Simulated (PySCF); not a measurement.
Ta(O)2(OH) (HO3Ta), SMILES [O]=[Ta](=[O])[OH], multiplicity 1.

Geometry optimised at PBE0-D3(BJ)/def2-SVP. The geometry has at least one imaginary mode, so it is a saddle point at that level. The spin state was assumed, not searched. The def2 effective core potentials stand for the cores of Ta; spin–orbit coupling is left out. The values are those of a single conformer.

All values below come from PBE0/def2-TZVPD (PySCF).

Isolated molecule, no solvent.

| Quantity | Value |
|---|---|
| total energy | -283.26434 hartree |
| point group | Cs |
| highest occupied level | -7.87 eV |
| lowest empty level | -3.63 eV |
| orbital gap | 4.23 eV |
| dipole moment | 5.36 D |
| quadrupole, principal values (traceless, Buckingham form, about the centre of nuclear charge) | -11.74, -5.26, 17.00 D·Å |
| mean static polarisability | 46.7 bohr³ (6.92 Å³) |
| polarisability, principal values | 35.0, 51.2, 53.8 bohr³ |
